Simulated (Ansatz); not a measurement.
Two isomers of BF2H3OSi: A = `O[SiH2]B(F)F`, B = `B[Si](O)(F)F`.

Program: Ansatz. Geometries: PBE0-D4/def2-TZVP. ΔE: electronic, gas phase. CCSD(T)/CBS is the MP2 limit (def2-TZVPP, def2-QZVPP) plus CCSD(T) − MP2 in def2-TZVPP, frozen cores. DFT in def2-TZVPP. B3LYP here is the variant with VWN-RPA as its local correlation; programs differ in this. One conformer a species, not always the lowest.

Problem. Which is lower in electronic energy at CCSD(T)/CBS, and by how much? (Best estimate.)

Solution. Computed: B, by 18.1 kJ/mol.

Problem. Give E(B) − E(A) in kJ/mol with PBE-D4, CCSD/def2-TZVPP, B3LYP, B3LYP-D4, ωB97M-V, CCSD(T)/def2-TZVPP, CCSD(T)/def2-SVP. (Estimate.)

Solution. Ansatz gave: PBE-D4 9.8, CCSD/def2-TZVPP -14.6, B3LYP -4.9, B3LYP-D4 -6.6, ωB97M-V -9.2, CCSD(T)/def2-TZVPP -10.7, CCSD(T)/def2-SVP 40.2. The order is the other way round with PBE-D4, CCSD(T)/def2-SVP.

Problem. Does the order hold for the free energy at 298.15 K (harmonic terms from PBE0-D4)? (Estimate.)

Solution. The calculation gave: Yes: G(B) − G(A) = -17.0 kJ/mol, for one conformer each. Modes under 60 cm⁻¹, often nearly free rotors, make the harmonic entropy too high.

Largest T1 diagnostic: 0.013.

Leaving LDA and LC-ωPBE aside and taking each functional with its dispersion term where it has one, the values, not all of them listed here, spread over 26.4 kJ/mol, from BHLYP-D4 to PBE-D4. LDA lies +7.9 kJ/mol from PBE without D4. From r2SCAN to r2SCAN0 (25 % exact exchange), in def2-TZVPP and without D4, E(B) − E(A) moves by −4.1 kJ/mol.
